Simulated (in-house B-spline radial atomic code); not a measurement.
The numbers below are computed, except where a source is named.
# Making a Troullier-Martins p channel for Mo, r_c = 1.36 bohr

Mo, [Kr] 4d5 5s1, non-relativistic LDA (VWN5), spherical and spin-unpolarised, from an all-electron radial atomic-structure program (B-spline basis) (atomic units). The all-electron 4p level is ε = -1.390049 hartree, its outermost node lies just inside 0.54 bohr and its outer maximum at 1.08 bohr.

Inside r_c the pseudo-orbital is u(r) = r^2 exp(p(r)), with p = c0 + c2 r² + c4 r⁴ + … + c12 r¹². The seven coefficients follow from p and its first four derivatives at r_c, from zero curvature of the screened potential at the origin, c4 = −c2²/(2l + 5), and from the norm inside r_c. At r_c the all-electron orbital has P = 0.8964872, P' = -0.6915914, the screened potential V = -2.50521, V' = 4.540507, V'' = -10.93754, and the norm inside is Q = 0.6433819.

(1) What are p, p' and p'' at r_c?

For a trial c2 the five matching conditions are linear in c0, c6, c8, c10 and c12, and c2 is varied until the norm inside r_c equals Q. The root nearest zero gives:

| n | c_n |
| --- | --- |
| 0 | 0.4590791 |
| 2 | -0.1581567 |
| 4 | -0.003573363 |
| 6 | -0.7252522 |
| 8 | 0.5867343 |
| 10 | -0.1861825 |
| 12 | 0.02182745 |

(2) Check c4 and p(r_c), and find the screened pseudopotential at the origin.

Orbitals and screened potentials:

```
r (bohr)        P        u  V all-electron  V pseudo
   0.136   0.1571  0.02919          -185.8    -2.187
    0.34  -0.5275   0.1794          -43.38    -2.403
   0.544  0.05175   0.4403          -18.17    -3.278
   0.748   0.6812    0.748          -9.648    -4.597
   0.952   0.9749   0.9691          -5.785    -5.029
   1.156    1.004    1.003          -3.712    -3.839
    1.36   0.8965   0.8965          -2.505    -2.505
```

Logarithmic derivatives P'/P at R = 1.66 bohr, for energies E around ε:

| E − ε (hartree) | all-electron | pseudo |
| --- | --- | --- |
| -0.5 | 0.144841 | 0.142479 |
| -0.25 | -0.381711 | -0.382644 |
| -0.1 | -0.796846 | -0.797051 |
| 0 | -1.13609 | -1.13609 |
| 0.1 | -1.54537 | -1.5457 |
| 0.25 | -2.35433 | -2.35754 |
| 0.5 | -4.77749 | -4.81076 |

(3) With P(R) = 0.6688905 and a norm of 0.8291894 inside R, what slope in energy does norm conservation fix?

Answers

(1) p = ln(P/r_c^2) = ln(0.8964872/1.8496) = -0.72424. p' = P'/P − 2/r_c = -0.77145 − 1.47059 = -2.24203. The radial equation gives p'' = 2(V − ε) − 2(2) p'/r_c − p'² = -2.23032 − (-6.59422) − 5.02672 = -0.66282. Differentiating, p''' = 2V' + 2(2)p'/r_c² − 2(2)p''/r_c − 2p'p'' = 3.2097, and p'''' = 2V'' − 4(2)p'/r_c³ + 4(2)p''/r_c² − 2(2)p'''/r_c − 2p''² − 2p'p''' = -13.538.

(2) −c2²/7 = -0.00357336, as listed. The terms c_n r_c^n are 0.45908, -0.29253, -0.01222, -4.58905, 6.86677, -4.03021, 0.87392, which sum to -0.72424. Inverting the radial equation, V_l(r) = ε + 2 p'/r + (p'' + p'²)/2, so V_l(0) = ε + (2l + 3) c2 = -1.390049 + 5 × (-0.158157) = -2.1808 hartree, finite where the all-electron potential diverges.

(3) d(P'/P)/dE = −2 × (norm inside R)/P(R)² = -3.7066 per hartree·bohr at E = ε, for both atoms, since orbital and norm agree at R. Differences over ±0.1 hartree give -3.7426 (all-electron) and -3.7432 (pseudo), which also hold third-order terms. Half a hartree below ε the two curves differ by -0.0024.
